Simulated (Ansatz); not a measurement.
A structure relaxed at PBE0-D4/def2-TZVP, charge 0, multiplicity 1:

```json
{"atom": "C1", "x (Å)": "-0.8901", "y (Å)": "-1.1421", "z (Å)": "0.4206"}
{"atom": "O2", "x (Å)": "0.1437", "y (Å)": "-0.1751", "z (Å)": "0.4235"}
{"atom": "C3", "x (Å)": "-0.2260", "y (Å)": "1.0174", "z (Å)": "1.0906"}
{"atom": "In4", "x (Å)": "1.2975", "y (Å)": "0.1118", "z (Å)": "-1.6491"}
{"atom": "H5", "x (Å)": "-0.5081", "y (Å)": "-2.0241", "z (Å)": "-0.0914"}
{"atom": "H6", "x (Å)": "-1.1616", "y (Å)": "-1.4028", "z (Å)": "1.4484"}
{"atom": "H7", "x (Å)": "-1.7735", "y (Å)": "-0.7654", "z (Å)": "-0.1068"}
{"atom": "H8", "x (Å)": "-0.4841", "y (Å)": "0.7992", "z (Å)": "2.1317"}
{"atom": "H9", "x (Å)": "-1.0795", "y (Å)": "1.4922", "z (Å)": "0.5941"}
{"atom": "H10", "x (Å)": "0.6327", "y (Å)": "1.6863", "z (Å)": "1.0594"}
{"atom": "H11", "x (Å)": "1.6509", "y (Å)": "-1.5705", "z (Å)": "-1.8535"}
{"atom": "H12", "x (Å)": "2.4843", "y (Å)": "1.1955", "z (Å)": "-1.0059"}
{"atom": "H13", "x (Å)": "-0.0862", "y (Å)": "0.7776", "z (Å)": "-2.4617"}
```

(1) Give its formula and SMILES.

(2) Point group (tolerance 0.08 Å, 0.16 Å for H)?

(3) Summarise the bond lengths by kind.

Answers

(1) C2H9InO, `C[O+](C)[InH3-]`.

(2) Cs.

(3) 2 × C–O 1.416 Å; 6 × C–H 1.089 to 1.096 Å; 1 × In–O 2.389 Å; 3 × H–In 1.731 to 1.737 Å.

Computed with Ansatz.
